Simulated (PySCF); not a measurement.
One of the candidates below gave these computed data.

* Rotational structure: rotational constants A, B, C: 2.999, 0.929, 0.845 GHz [GFN2-xTB]
* 1H NMR: chemical shifts (computed TMS as zero) by class: 4.89 (2 H), 4.22 (2 H), 1.39 (3 H) ppm [GIAO PBE0/pcSseg-1]
* NMR, other nuclei: isotropic shieldings of nuclei other than C and H, by class: 309 (1 O), 247 (3 F), 390 (1 Si) ppm [GIAO PBE0/pcSseg-1]
* Dipole: 2.61 D [PBE0/pcSseg-1]
* 13C NMR: chemical shifts (computed TMS as zero) by class: 138.8 (1 C), 64.6 (1 C), 20.3 (1 C) ppm [GIAO PBE0/pcSseg-1]

Gas-phase values; electronic properties from PySCF, density fitting. Levels stand in brackets. Geometry: GFN2-xTB, one conformer, isolated molecule. NMR classes are plain means over equivalent atoms (diastereotopic ones count apart unless rotation or inversion swaps them), as if these changed places fast.

Question: Which candidate is it?
A. `CC[C@H]1C[Si@](F)(O[SiH3])C1`
B. `C[C@H]([SiH3])OC(F)(F)F`
C. `CCO[SiH2]C(F)(F)F`
D. `C=C[C@@](F)(C=O)C[SiH3]`

Answer: C. It is `CCO[SiH2]C(F)(F)F`. Numbering: `[CH3:1][CH2:2][O:3][SiH2:4][C:5]([F:6])([F:7])[F:8]`. Its formula, C3H7F3OSi, gives 0 degrees of unsaturation, so no ring and no π bond. 3 carbons fall into 3 classes; from least to most shielded: CF3 carbon [C5] (138.8 ppm), sp3 carbon bound to oxygen [C2] (64.6 ppm), methyl carbon [C1] (20.3 ppm). Hydrogen classes from least to most shielded: 2 H on an oxygen-bound silicon, Si4 (4.89 ppm), 2 H on an sp3 carbon bound to oxygen, C2 (4.22 ppm), 3 H on a methyl carbon, C1 (1.39 ppm, a mean of values up to 0.6 ppm apart in this geometry). The other shieldings belong to: 309 ppm, silyl ether oxygen [O3]; 247 ppm, fluorine of a CF3 group [F6/F7/F8]; 390 ppm, oxygen-bound silicon [Si4]. The optimised geometry has point group C1 and is an asymmetric top.

The others, at the same levels:
- `C[C@H]([SiH3])OC(F)(F)F` fails: its computed 13C shifts are 131.8 (1 C), 70.2 (1 C), 21.5 (1 C) ppm, 1H shifts are 4.46 (1 H), 3.97 (3 H), 1.68 (3 H) ppm and rotational constant A is 2.842 GHz (against 2.999 GHz).
- `C=C[C@@](F)(C=O)C[SiH3]` fails: it has 9 hydrogens where the 1H data count 7; its computed 13C shifts are 219.0 (1 C), 151.3 (1 C), 132.8 (1 C), 100.0 (1 C), 20.9 (1 C) ppm, 1H shifts are 10.61 (1 H), 6.26 (1 H), 5.92 (1 H), 5.72 (1 H), 4.00 (3 H), 1.39 (1 H), 1.31 (1 H) ppm and rotational constant A is 2.282 GHz (against 2.999 GHz).
- `CC[C@H]1C[Si@](F)(O[SiH3])C1` fails: it has 13 hydrogens where the 1H data count 7; its computed 13C shifts are 37.7 (2 C), 36.8 (1 C), 25.9 (1 C), 15.3 (1 C) ppm, 1H shifts are 5.23 (3 H), 2.20 (2 H), 1.54 (1 H), 1.45 (2 H), 1.32 (2 H), 0.95 (3 H) ppm and rotational constant A is 3.151 GHz (against 2.999 GHz).

Each candidate is one conformer, not necessarily the lowest. Dipoles, sizes and rotational constants follow the conformer. The torsions of the flexible species, by atom-mapped SMILES:
- `[CH3:1][CH2:2][O:3][SiH2:4][C:5]([F:6])([F:7])[F:8]`: C1–C2–O3–Si4 -163°, C2–O3–Si4–C5 55°, O3–Si4–C5–F6 70°
- `[CH3:1][C@H:2]([SiH3:3])[O:4][C:5]([F:6])([F:7])[F:8]`: C1–C2–O4–C5 -96°, C2–O4–C5–F6 -63°
- `[CH2:1]=[CH:2][C@@:3]([F:4])([CH:5]=[O:6])[CH2:7][SiH3:8]`: C1–C2–C3–F4 -80°, C2–C3–C5–O6 82°, C2–C3–C7–Si8 -69°
- `[CH3:1][CH2:2][C@H:3]1[CH2:4][Si@:5]([F:6])([O:7][SiH3:8])[CH2:9]1`: C1–C2–C3–C4 177°, C4–Si5–O7–Si8 137°
